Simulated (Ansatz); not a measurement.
C₂H₈AlNO₂, SMILES `C[N](C)[Al]([OH])[OH]`, relaxed with RKS PBE0-D4/def2-TZVP in the Gaussian-basis code of Ansatz from a PBE-D4/def2-SVP geometry. The force threshold is 0.005 eV/Å; the program also tests the step.

The species carries charge 0 and has multiplicity 1.

Start:

```xyz
14

C     0.179   -1.010    1.315
N     0.233   -0.293    0.060
C     1.237   -0.801   -0.857
Al   -0.814    1.099   -0.356
O    -2.024    1.734    0.686
O    -0.541    1.820   -1.889
H    -0.601   -0.586    1.983
H    -0.060   -2.095    1.178
H     1.148   -0.967    1.874
H     1.234   -0.216   -1.799
H     2.267   -0.744   -0.425
H     1.059   -1.873   -1.122
H    -2.256    1.356    1.547
H    -1.063    2.577   -2.195
```

| step | energy (eV) | largest force (eV/Å) | largest move (Å) |
| --- | --- | --- | --- |
| 1 | -14380.9817 | 0.630 | 0.000 |
| 2 | -14381.0417 | 0.223 | 0.028 |
| 3 | -14381.0508 | 0.061 | 0.020 |
| 4 | -14381.0509 | 0.067 | 0.019 |
| 5 | -14381.0515 | 0.036 | 0.021 |
| 6 | -14381.0518 | 0.007 | 0.015 |
| 7 | -14381.0519 | 0.003 | 0.008 |

End:

```xyz
14

C     0.175   -1.008    1.299
N     0.230   -0.282    0.056
C     1.237   -0.797   -0.842
Al   -0.803    1.089   -0.355
O    -1.999    1.715    0.668
O    -0.565    1.805   -1.871
H    -0.592   -0.599    1.961
H    -0.059   -2.071    1.141
H     1.133   -0.966    1.839
H     1.253   -0.225   -1.772
H     2.241   -0.744   -0.396
H     1.051   -1.850   -1.097
H    -2.217    1.383    1.535
H    -1.085    2.550   -2.167
```

Hardware: 2 threads of an AMD EPYC 7R13 on a shared host and a share of an NVIDIA H100 80 GB. Wall time 13 s, peak host memory 0.89 GiB.
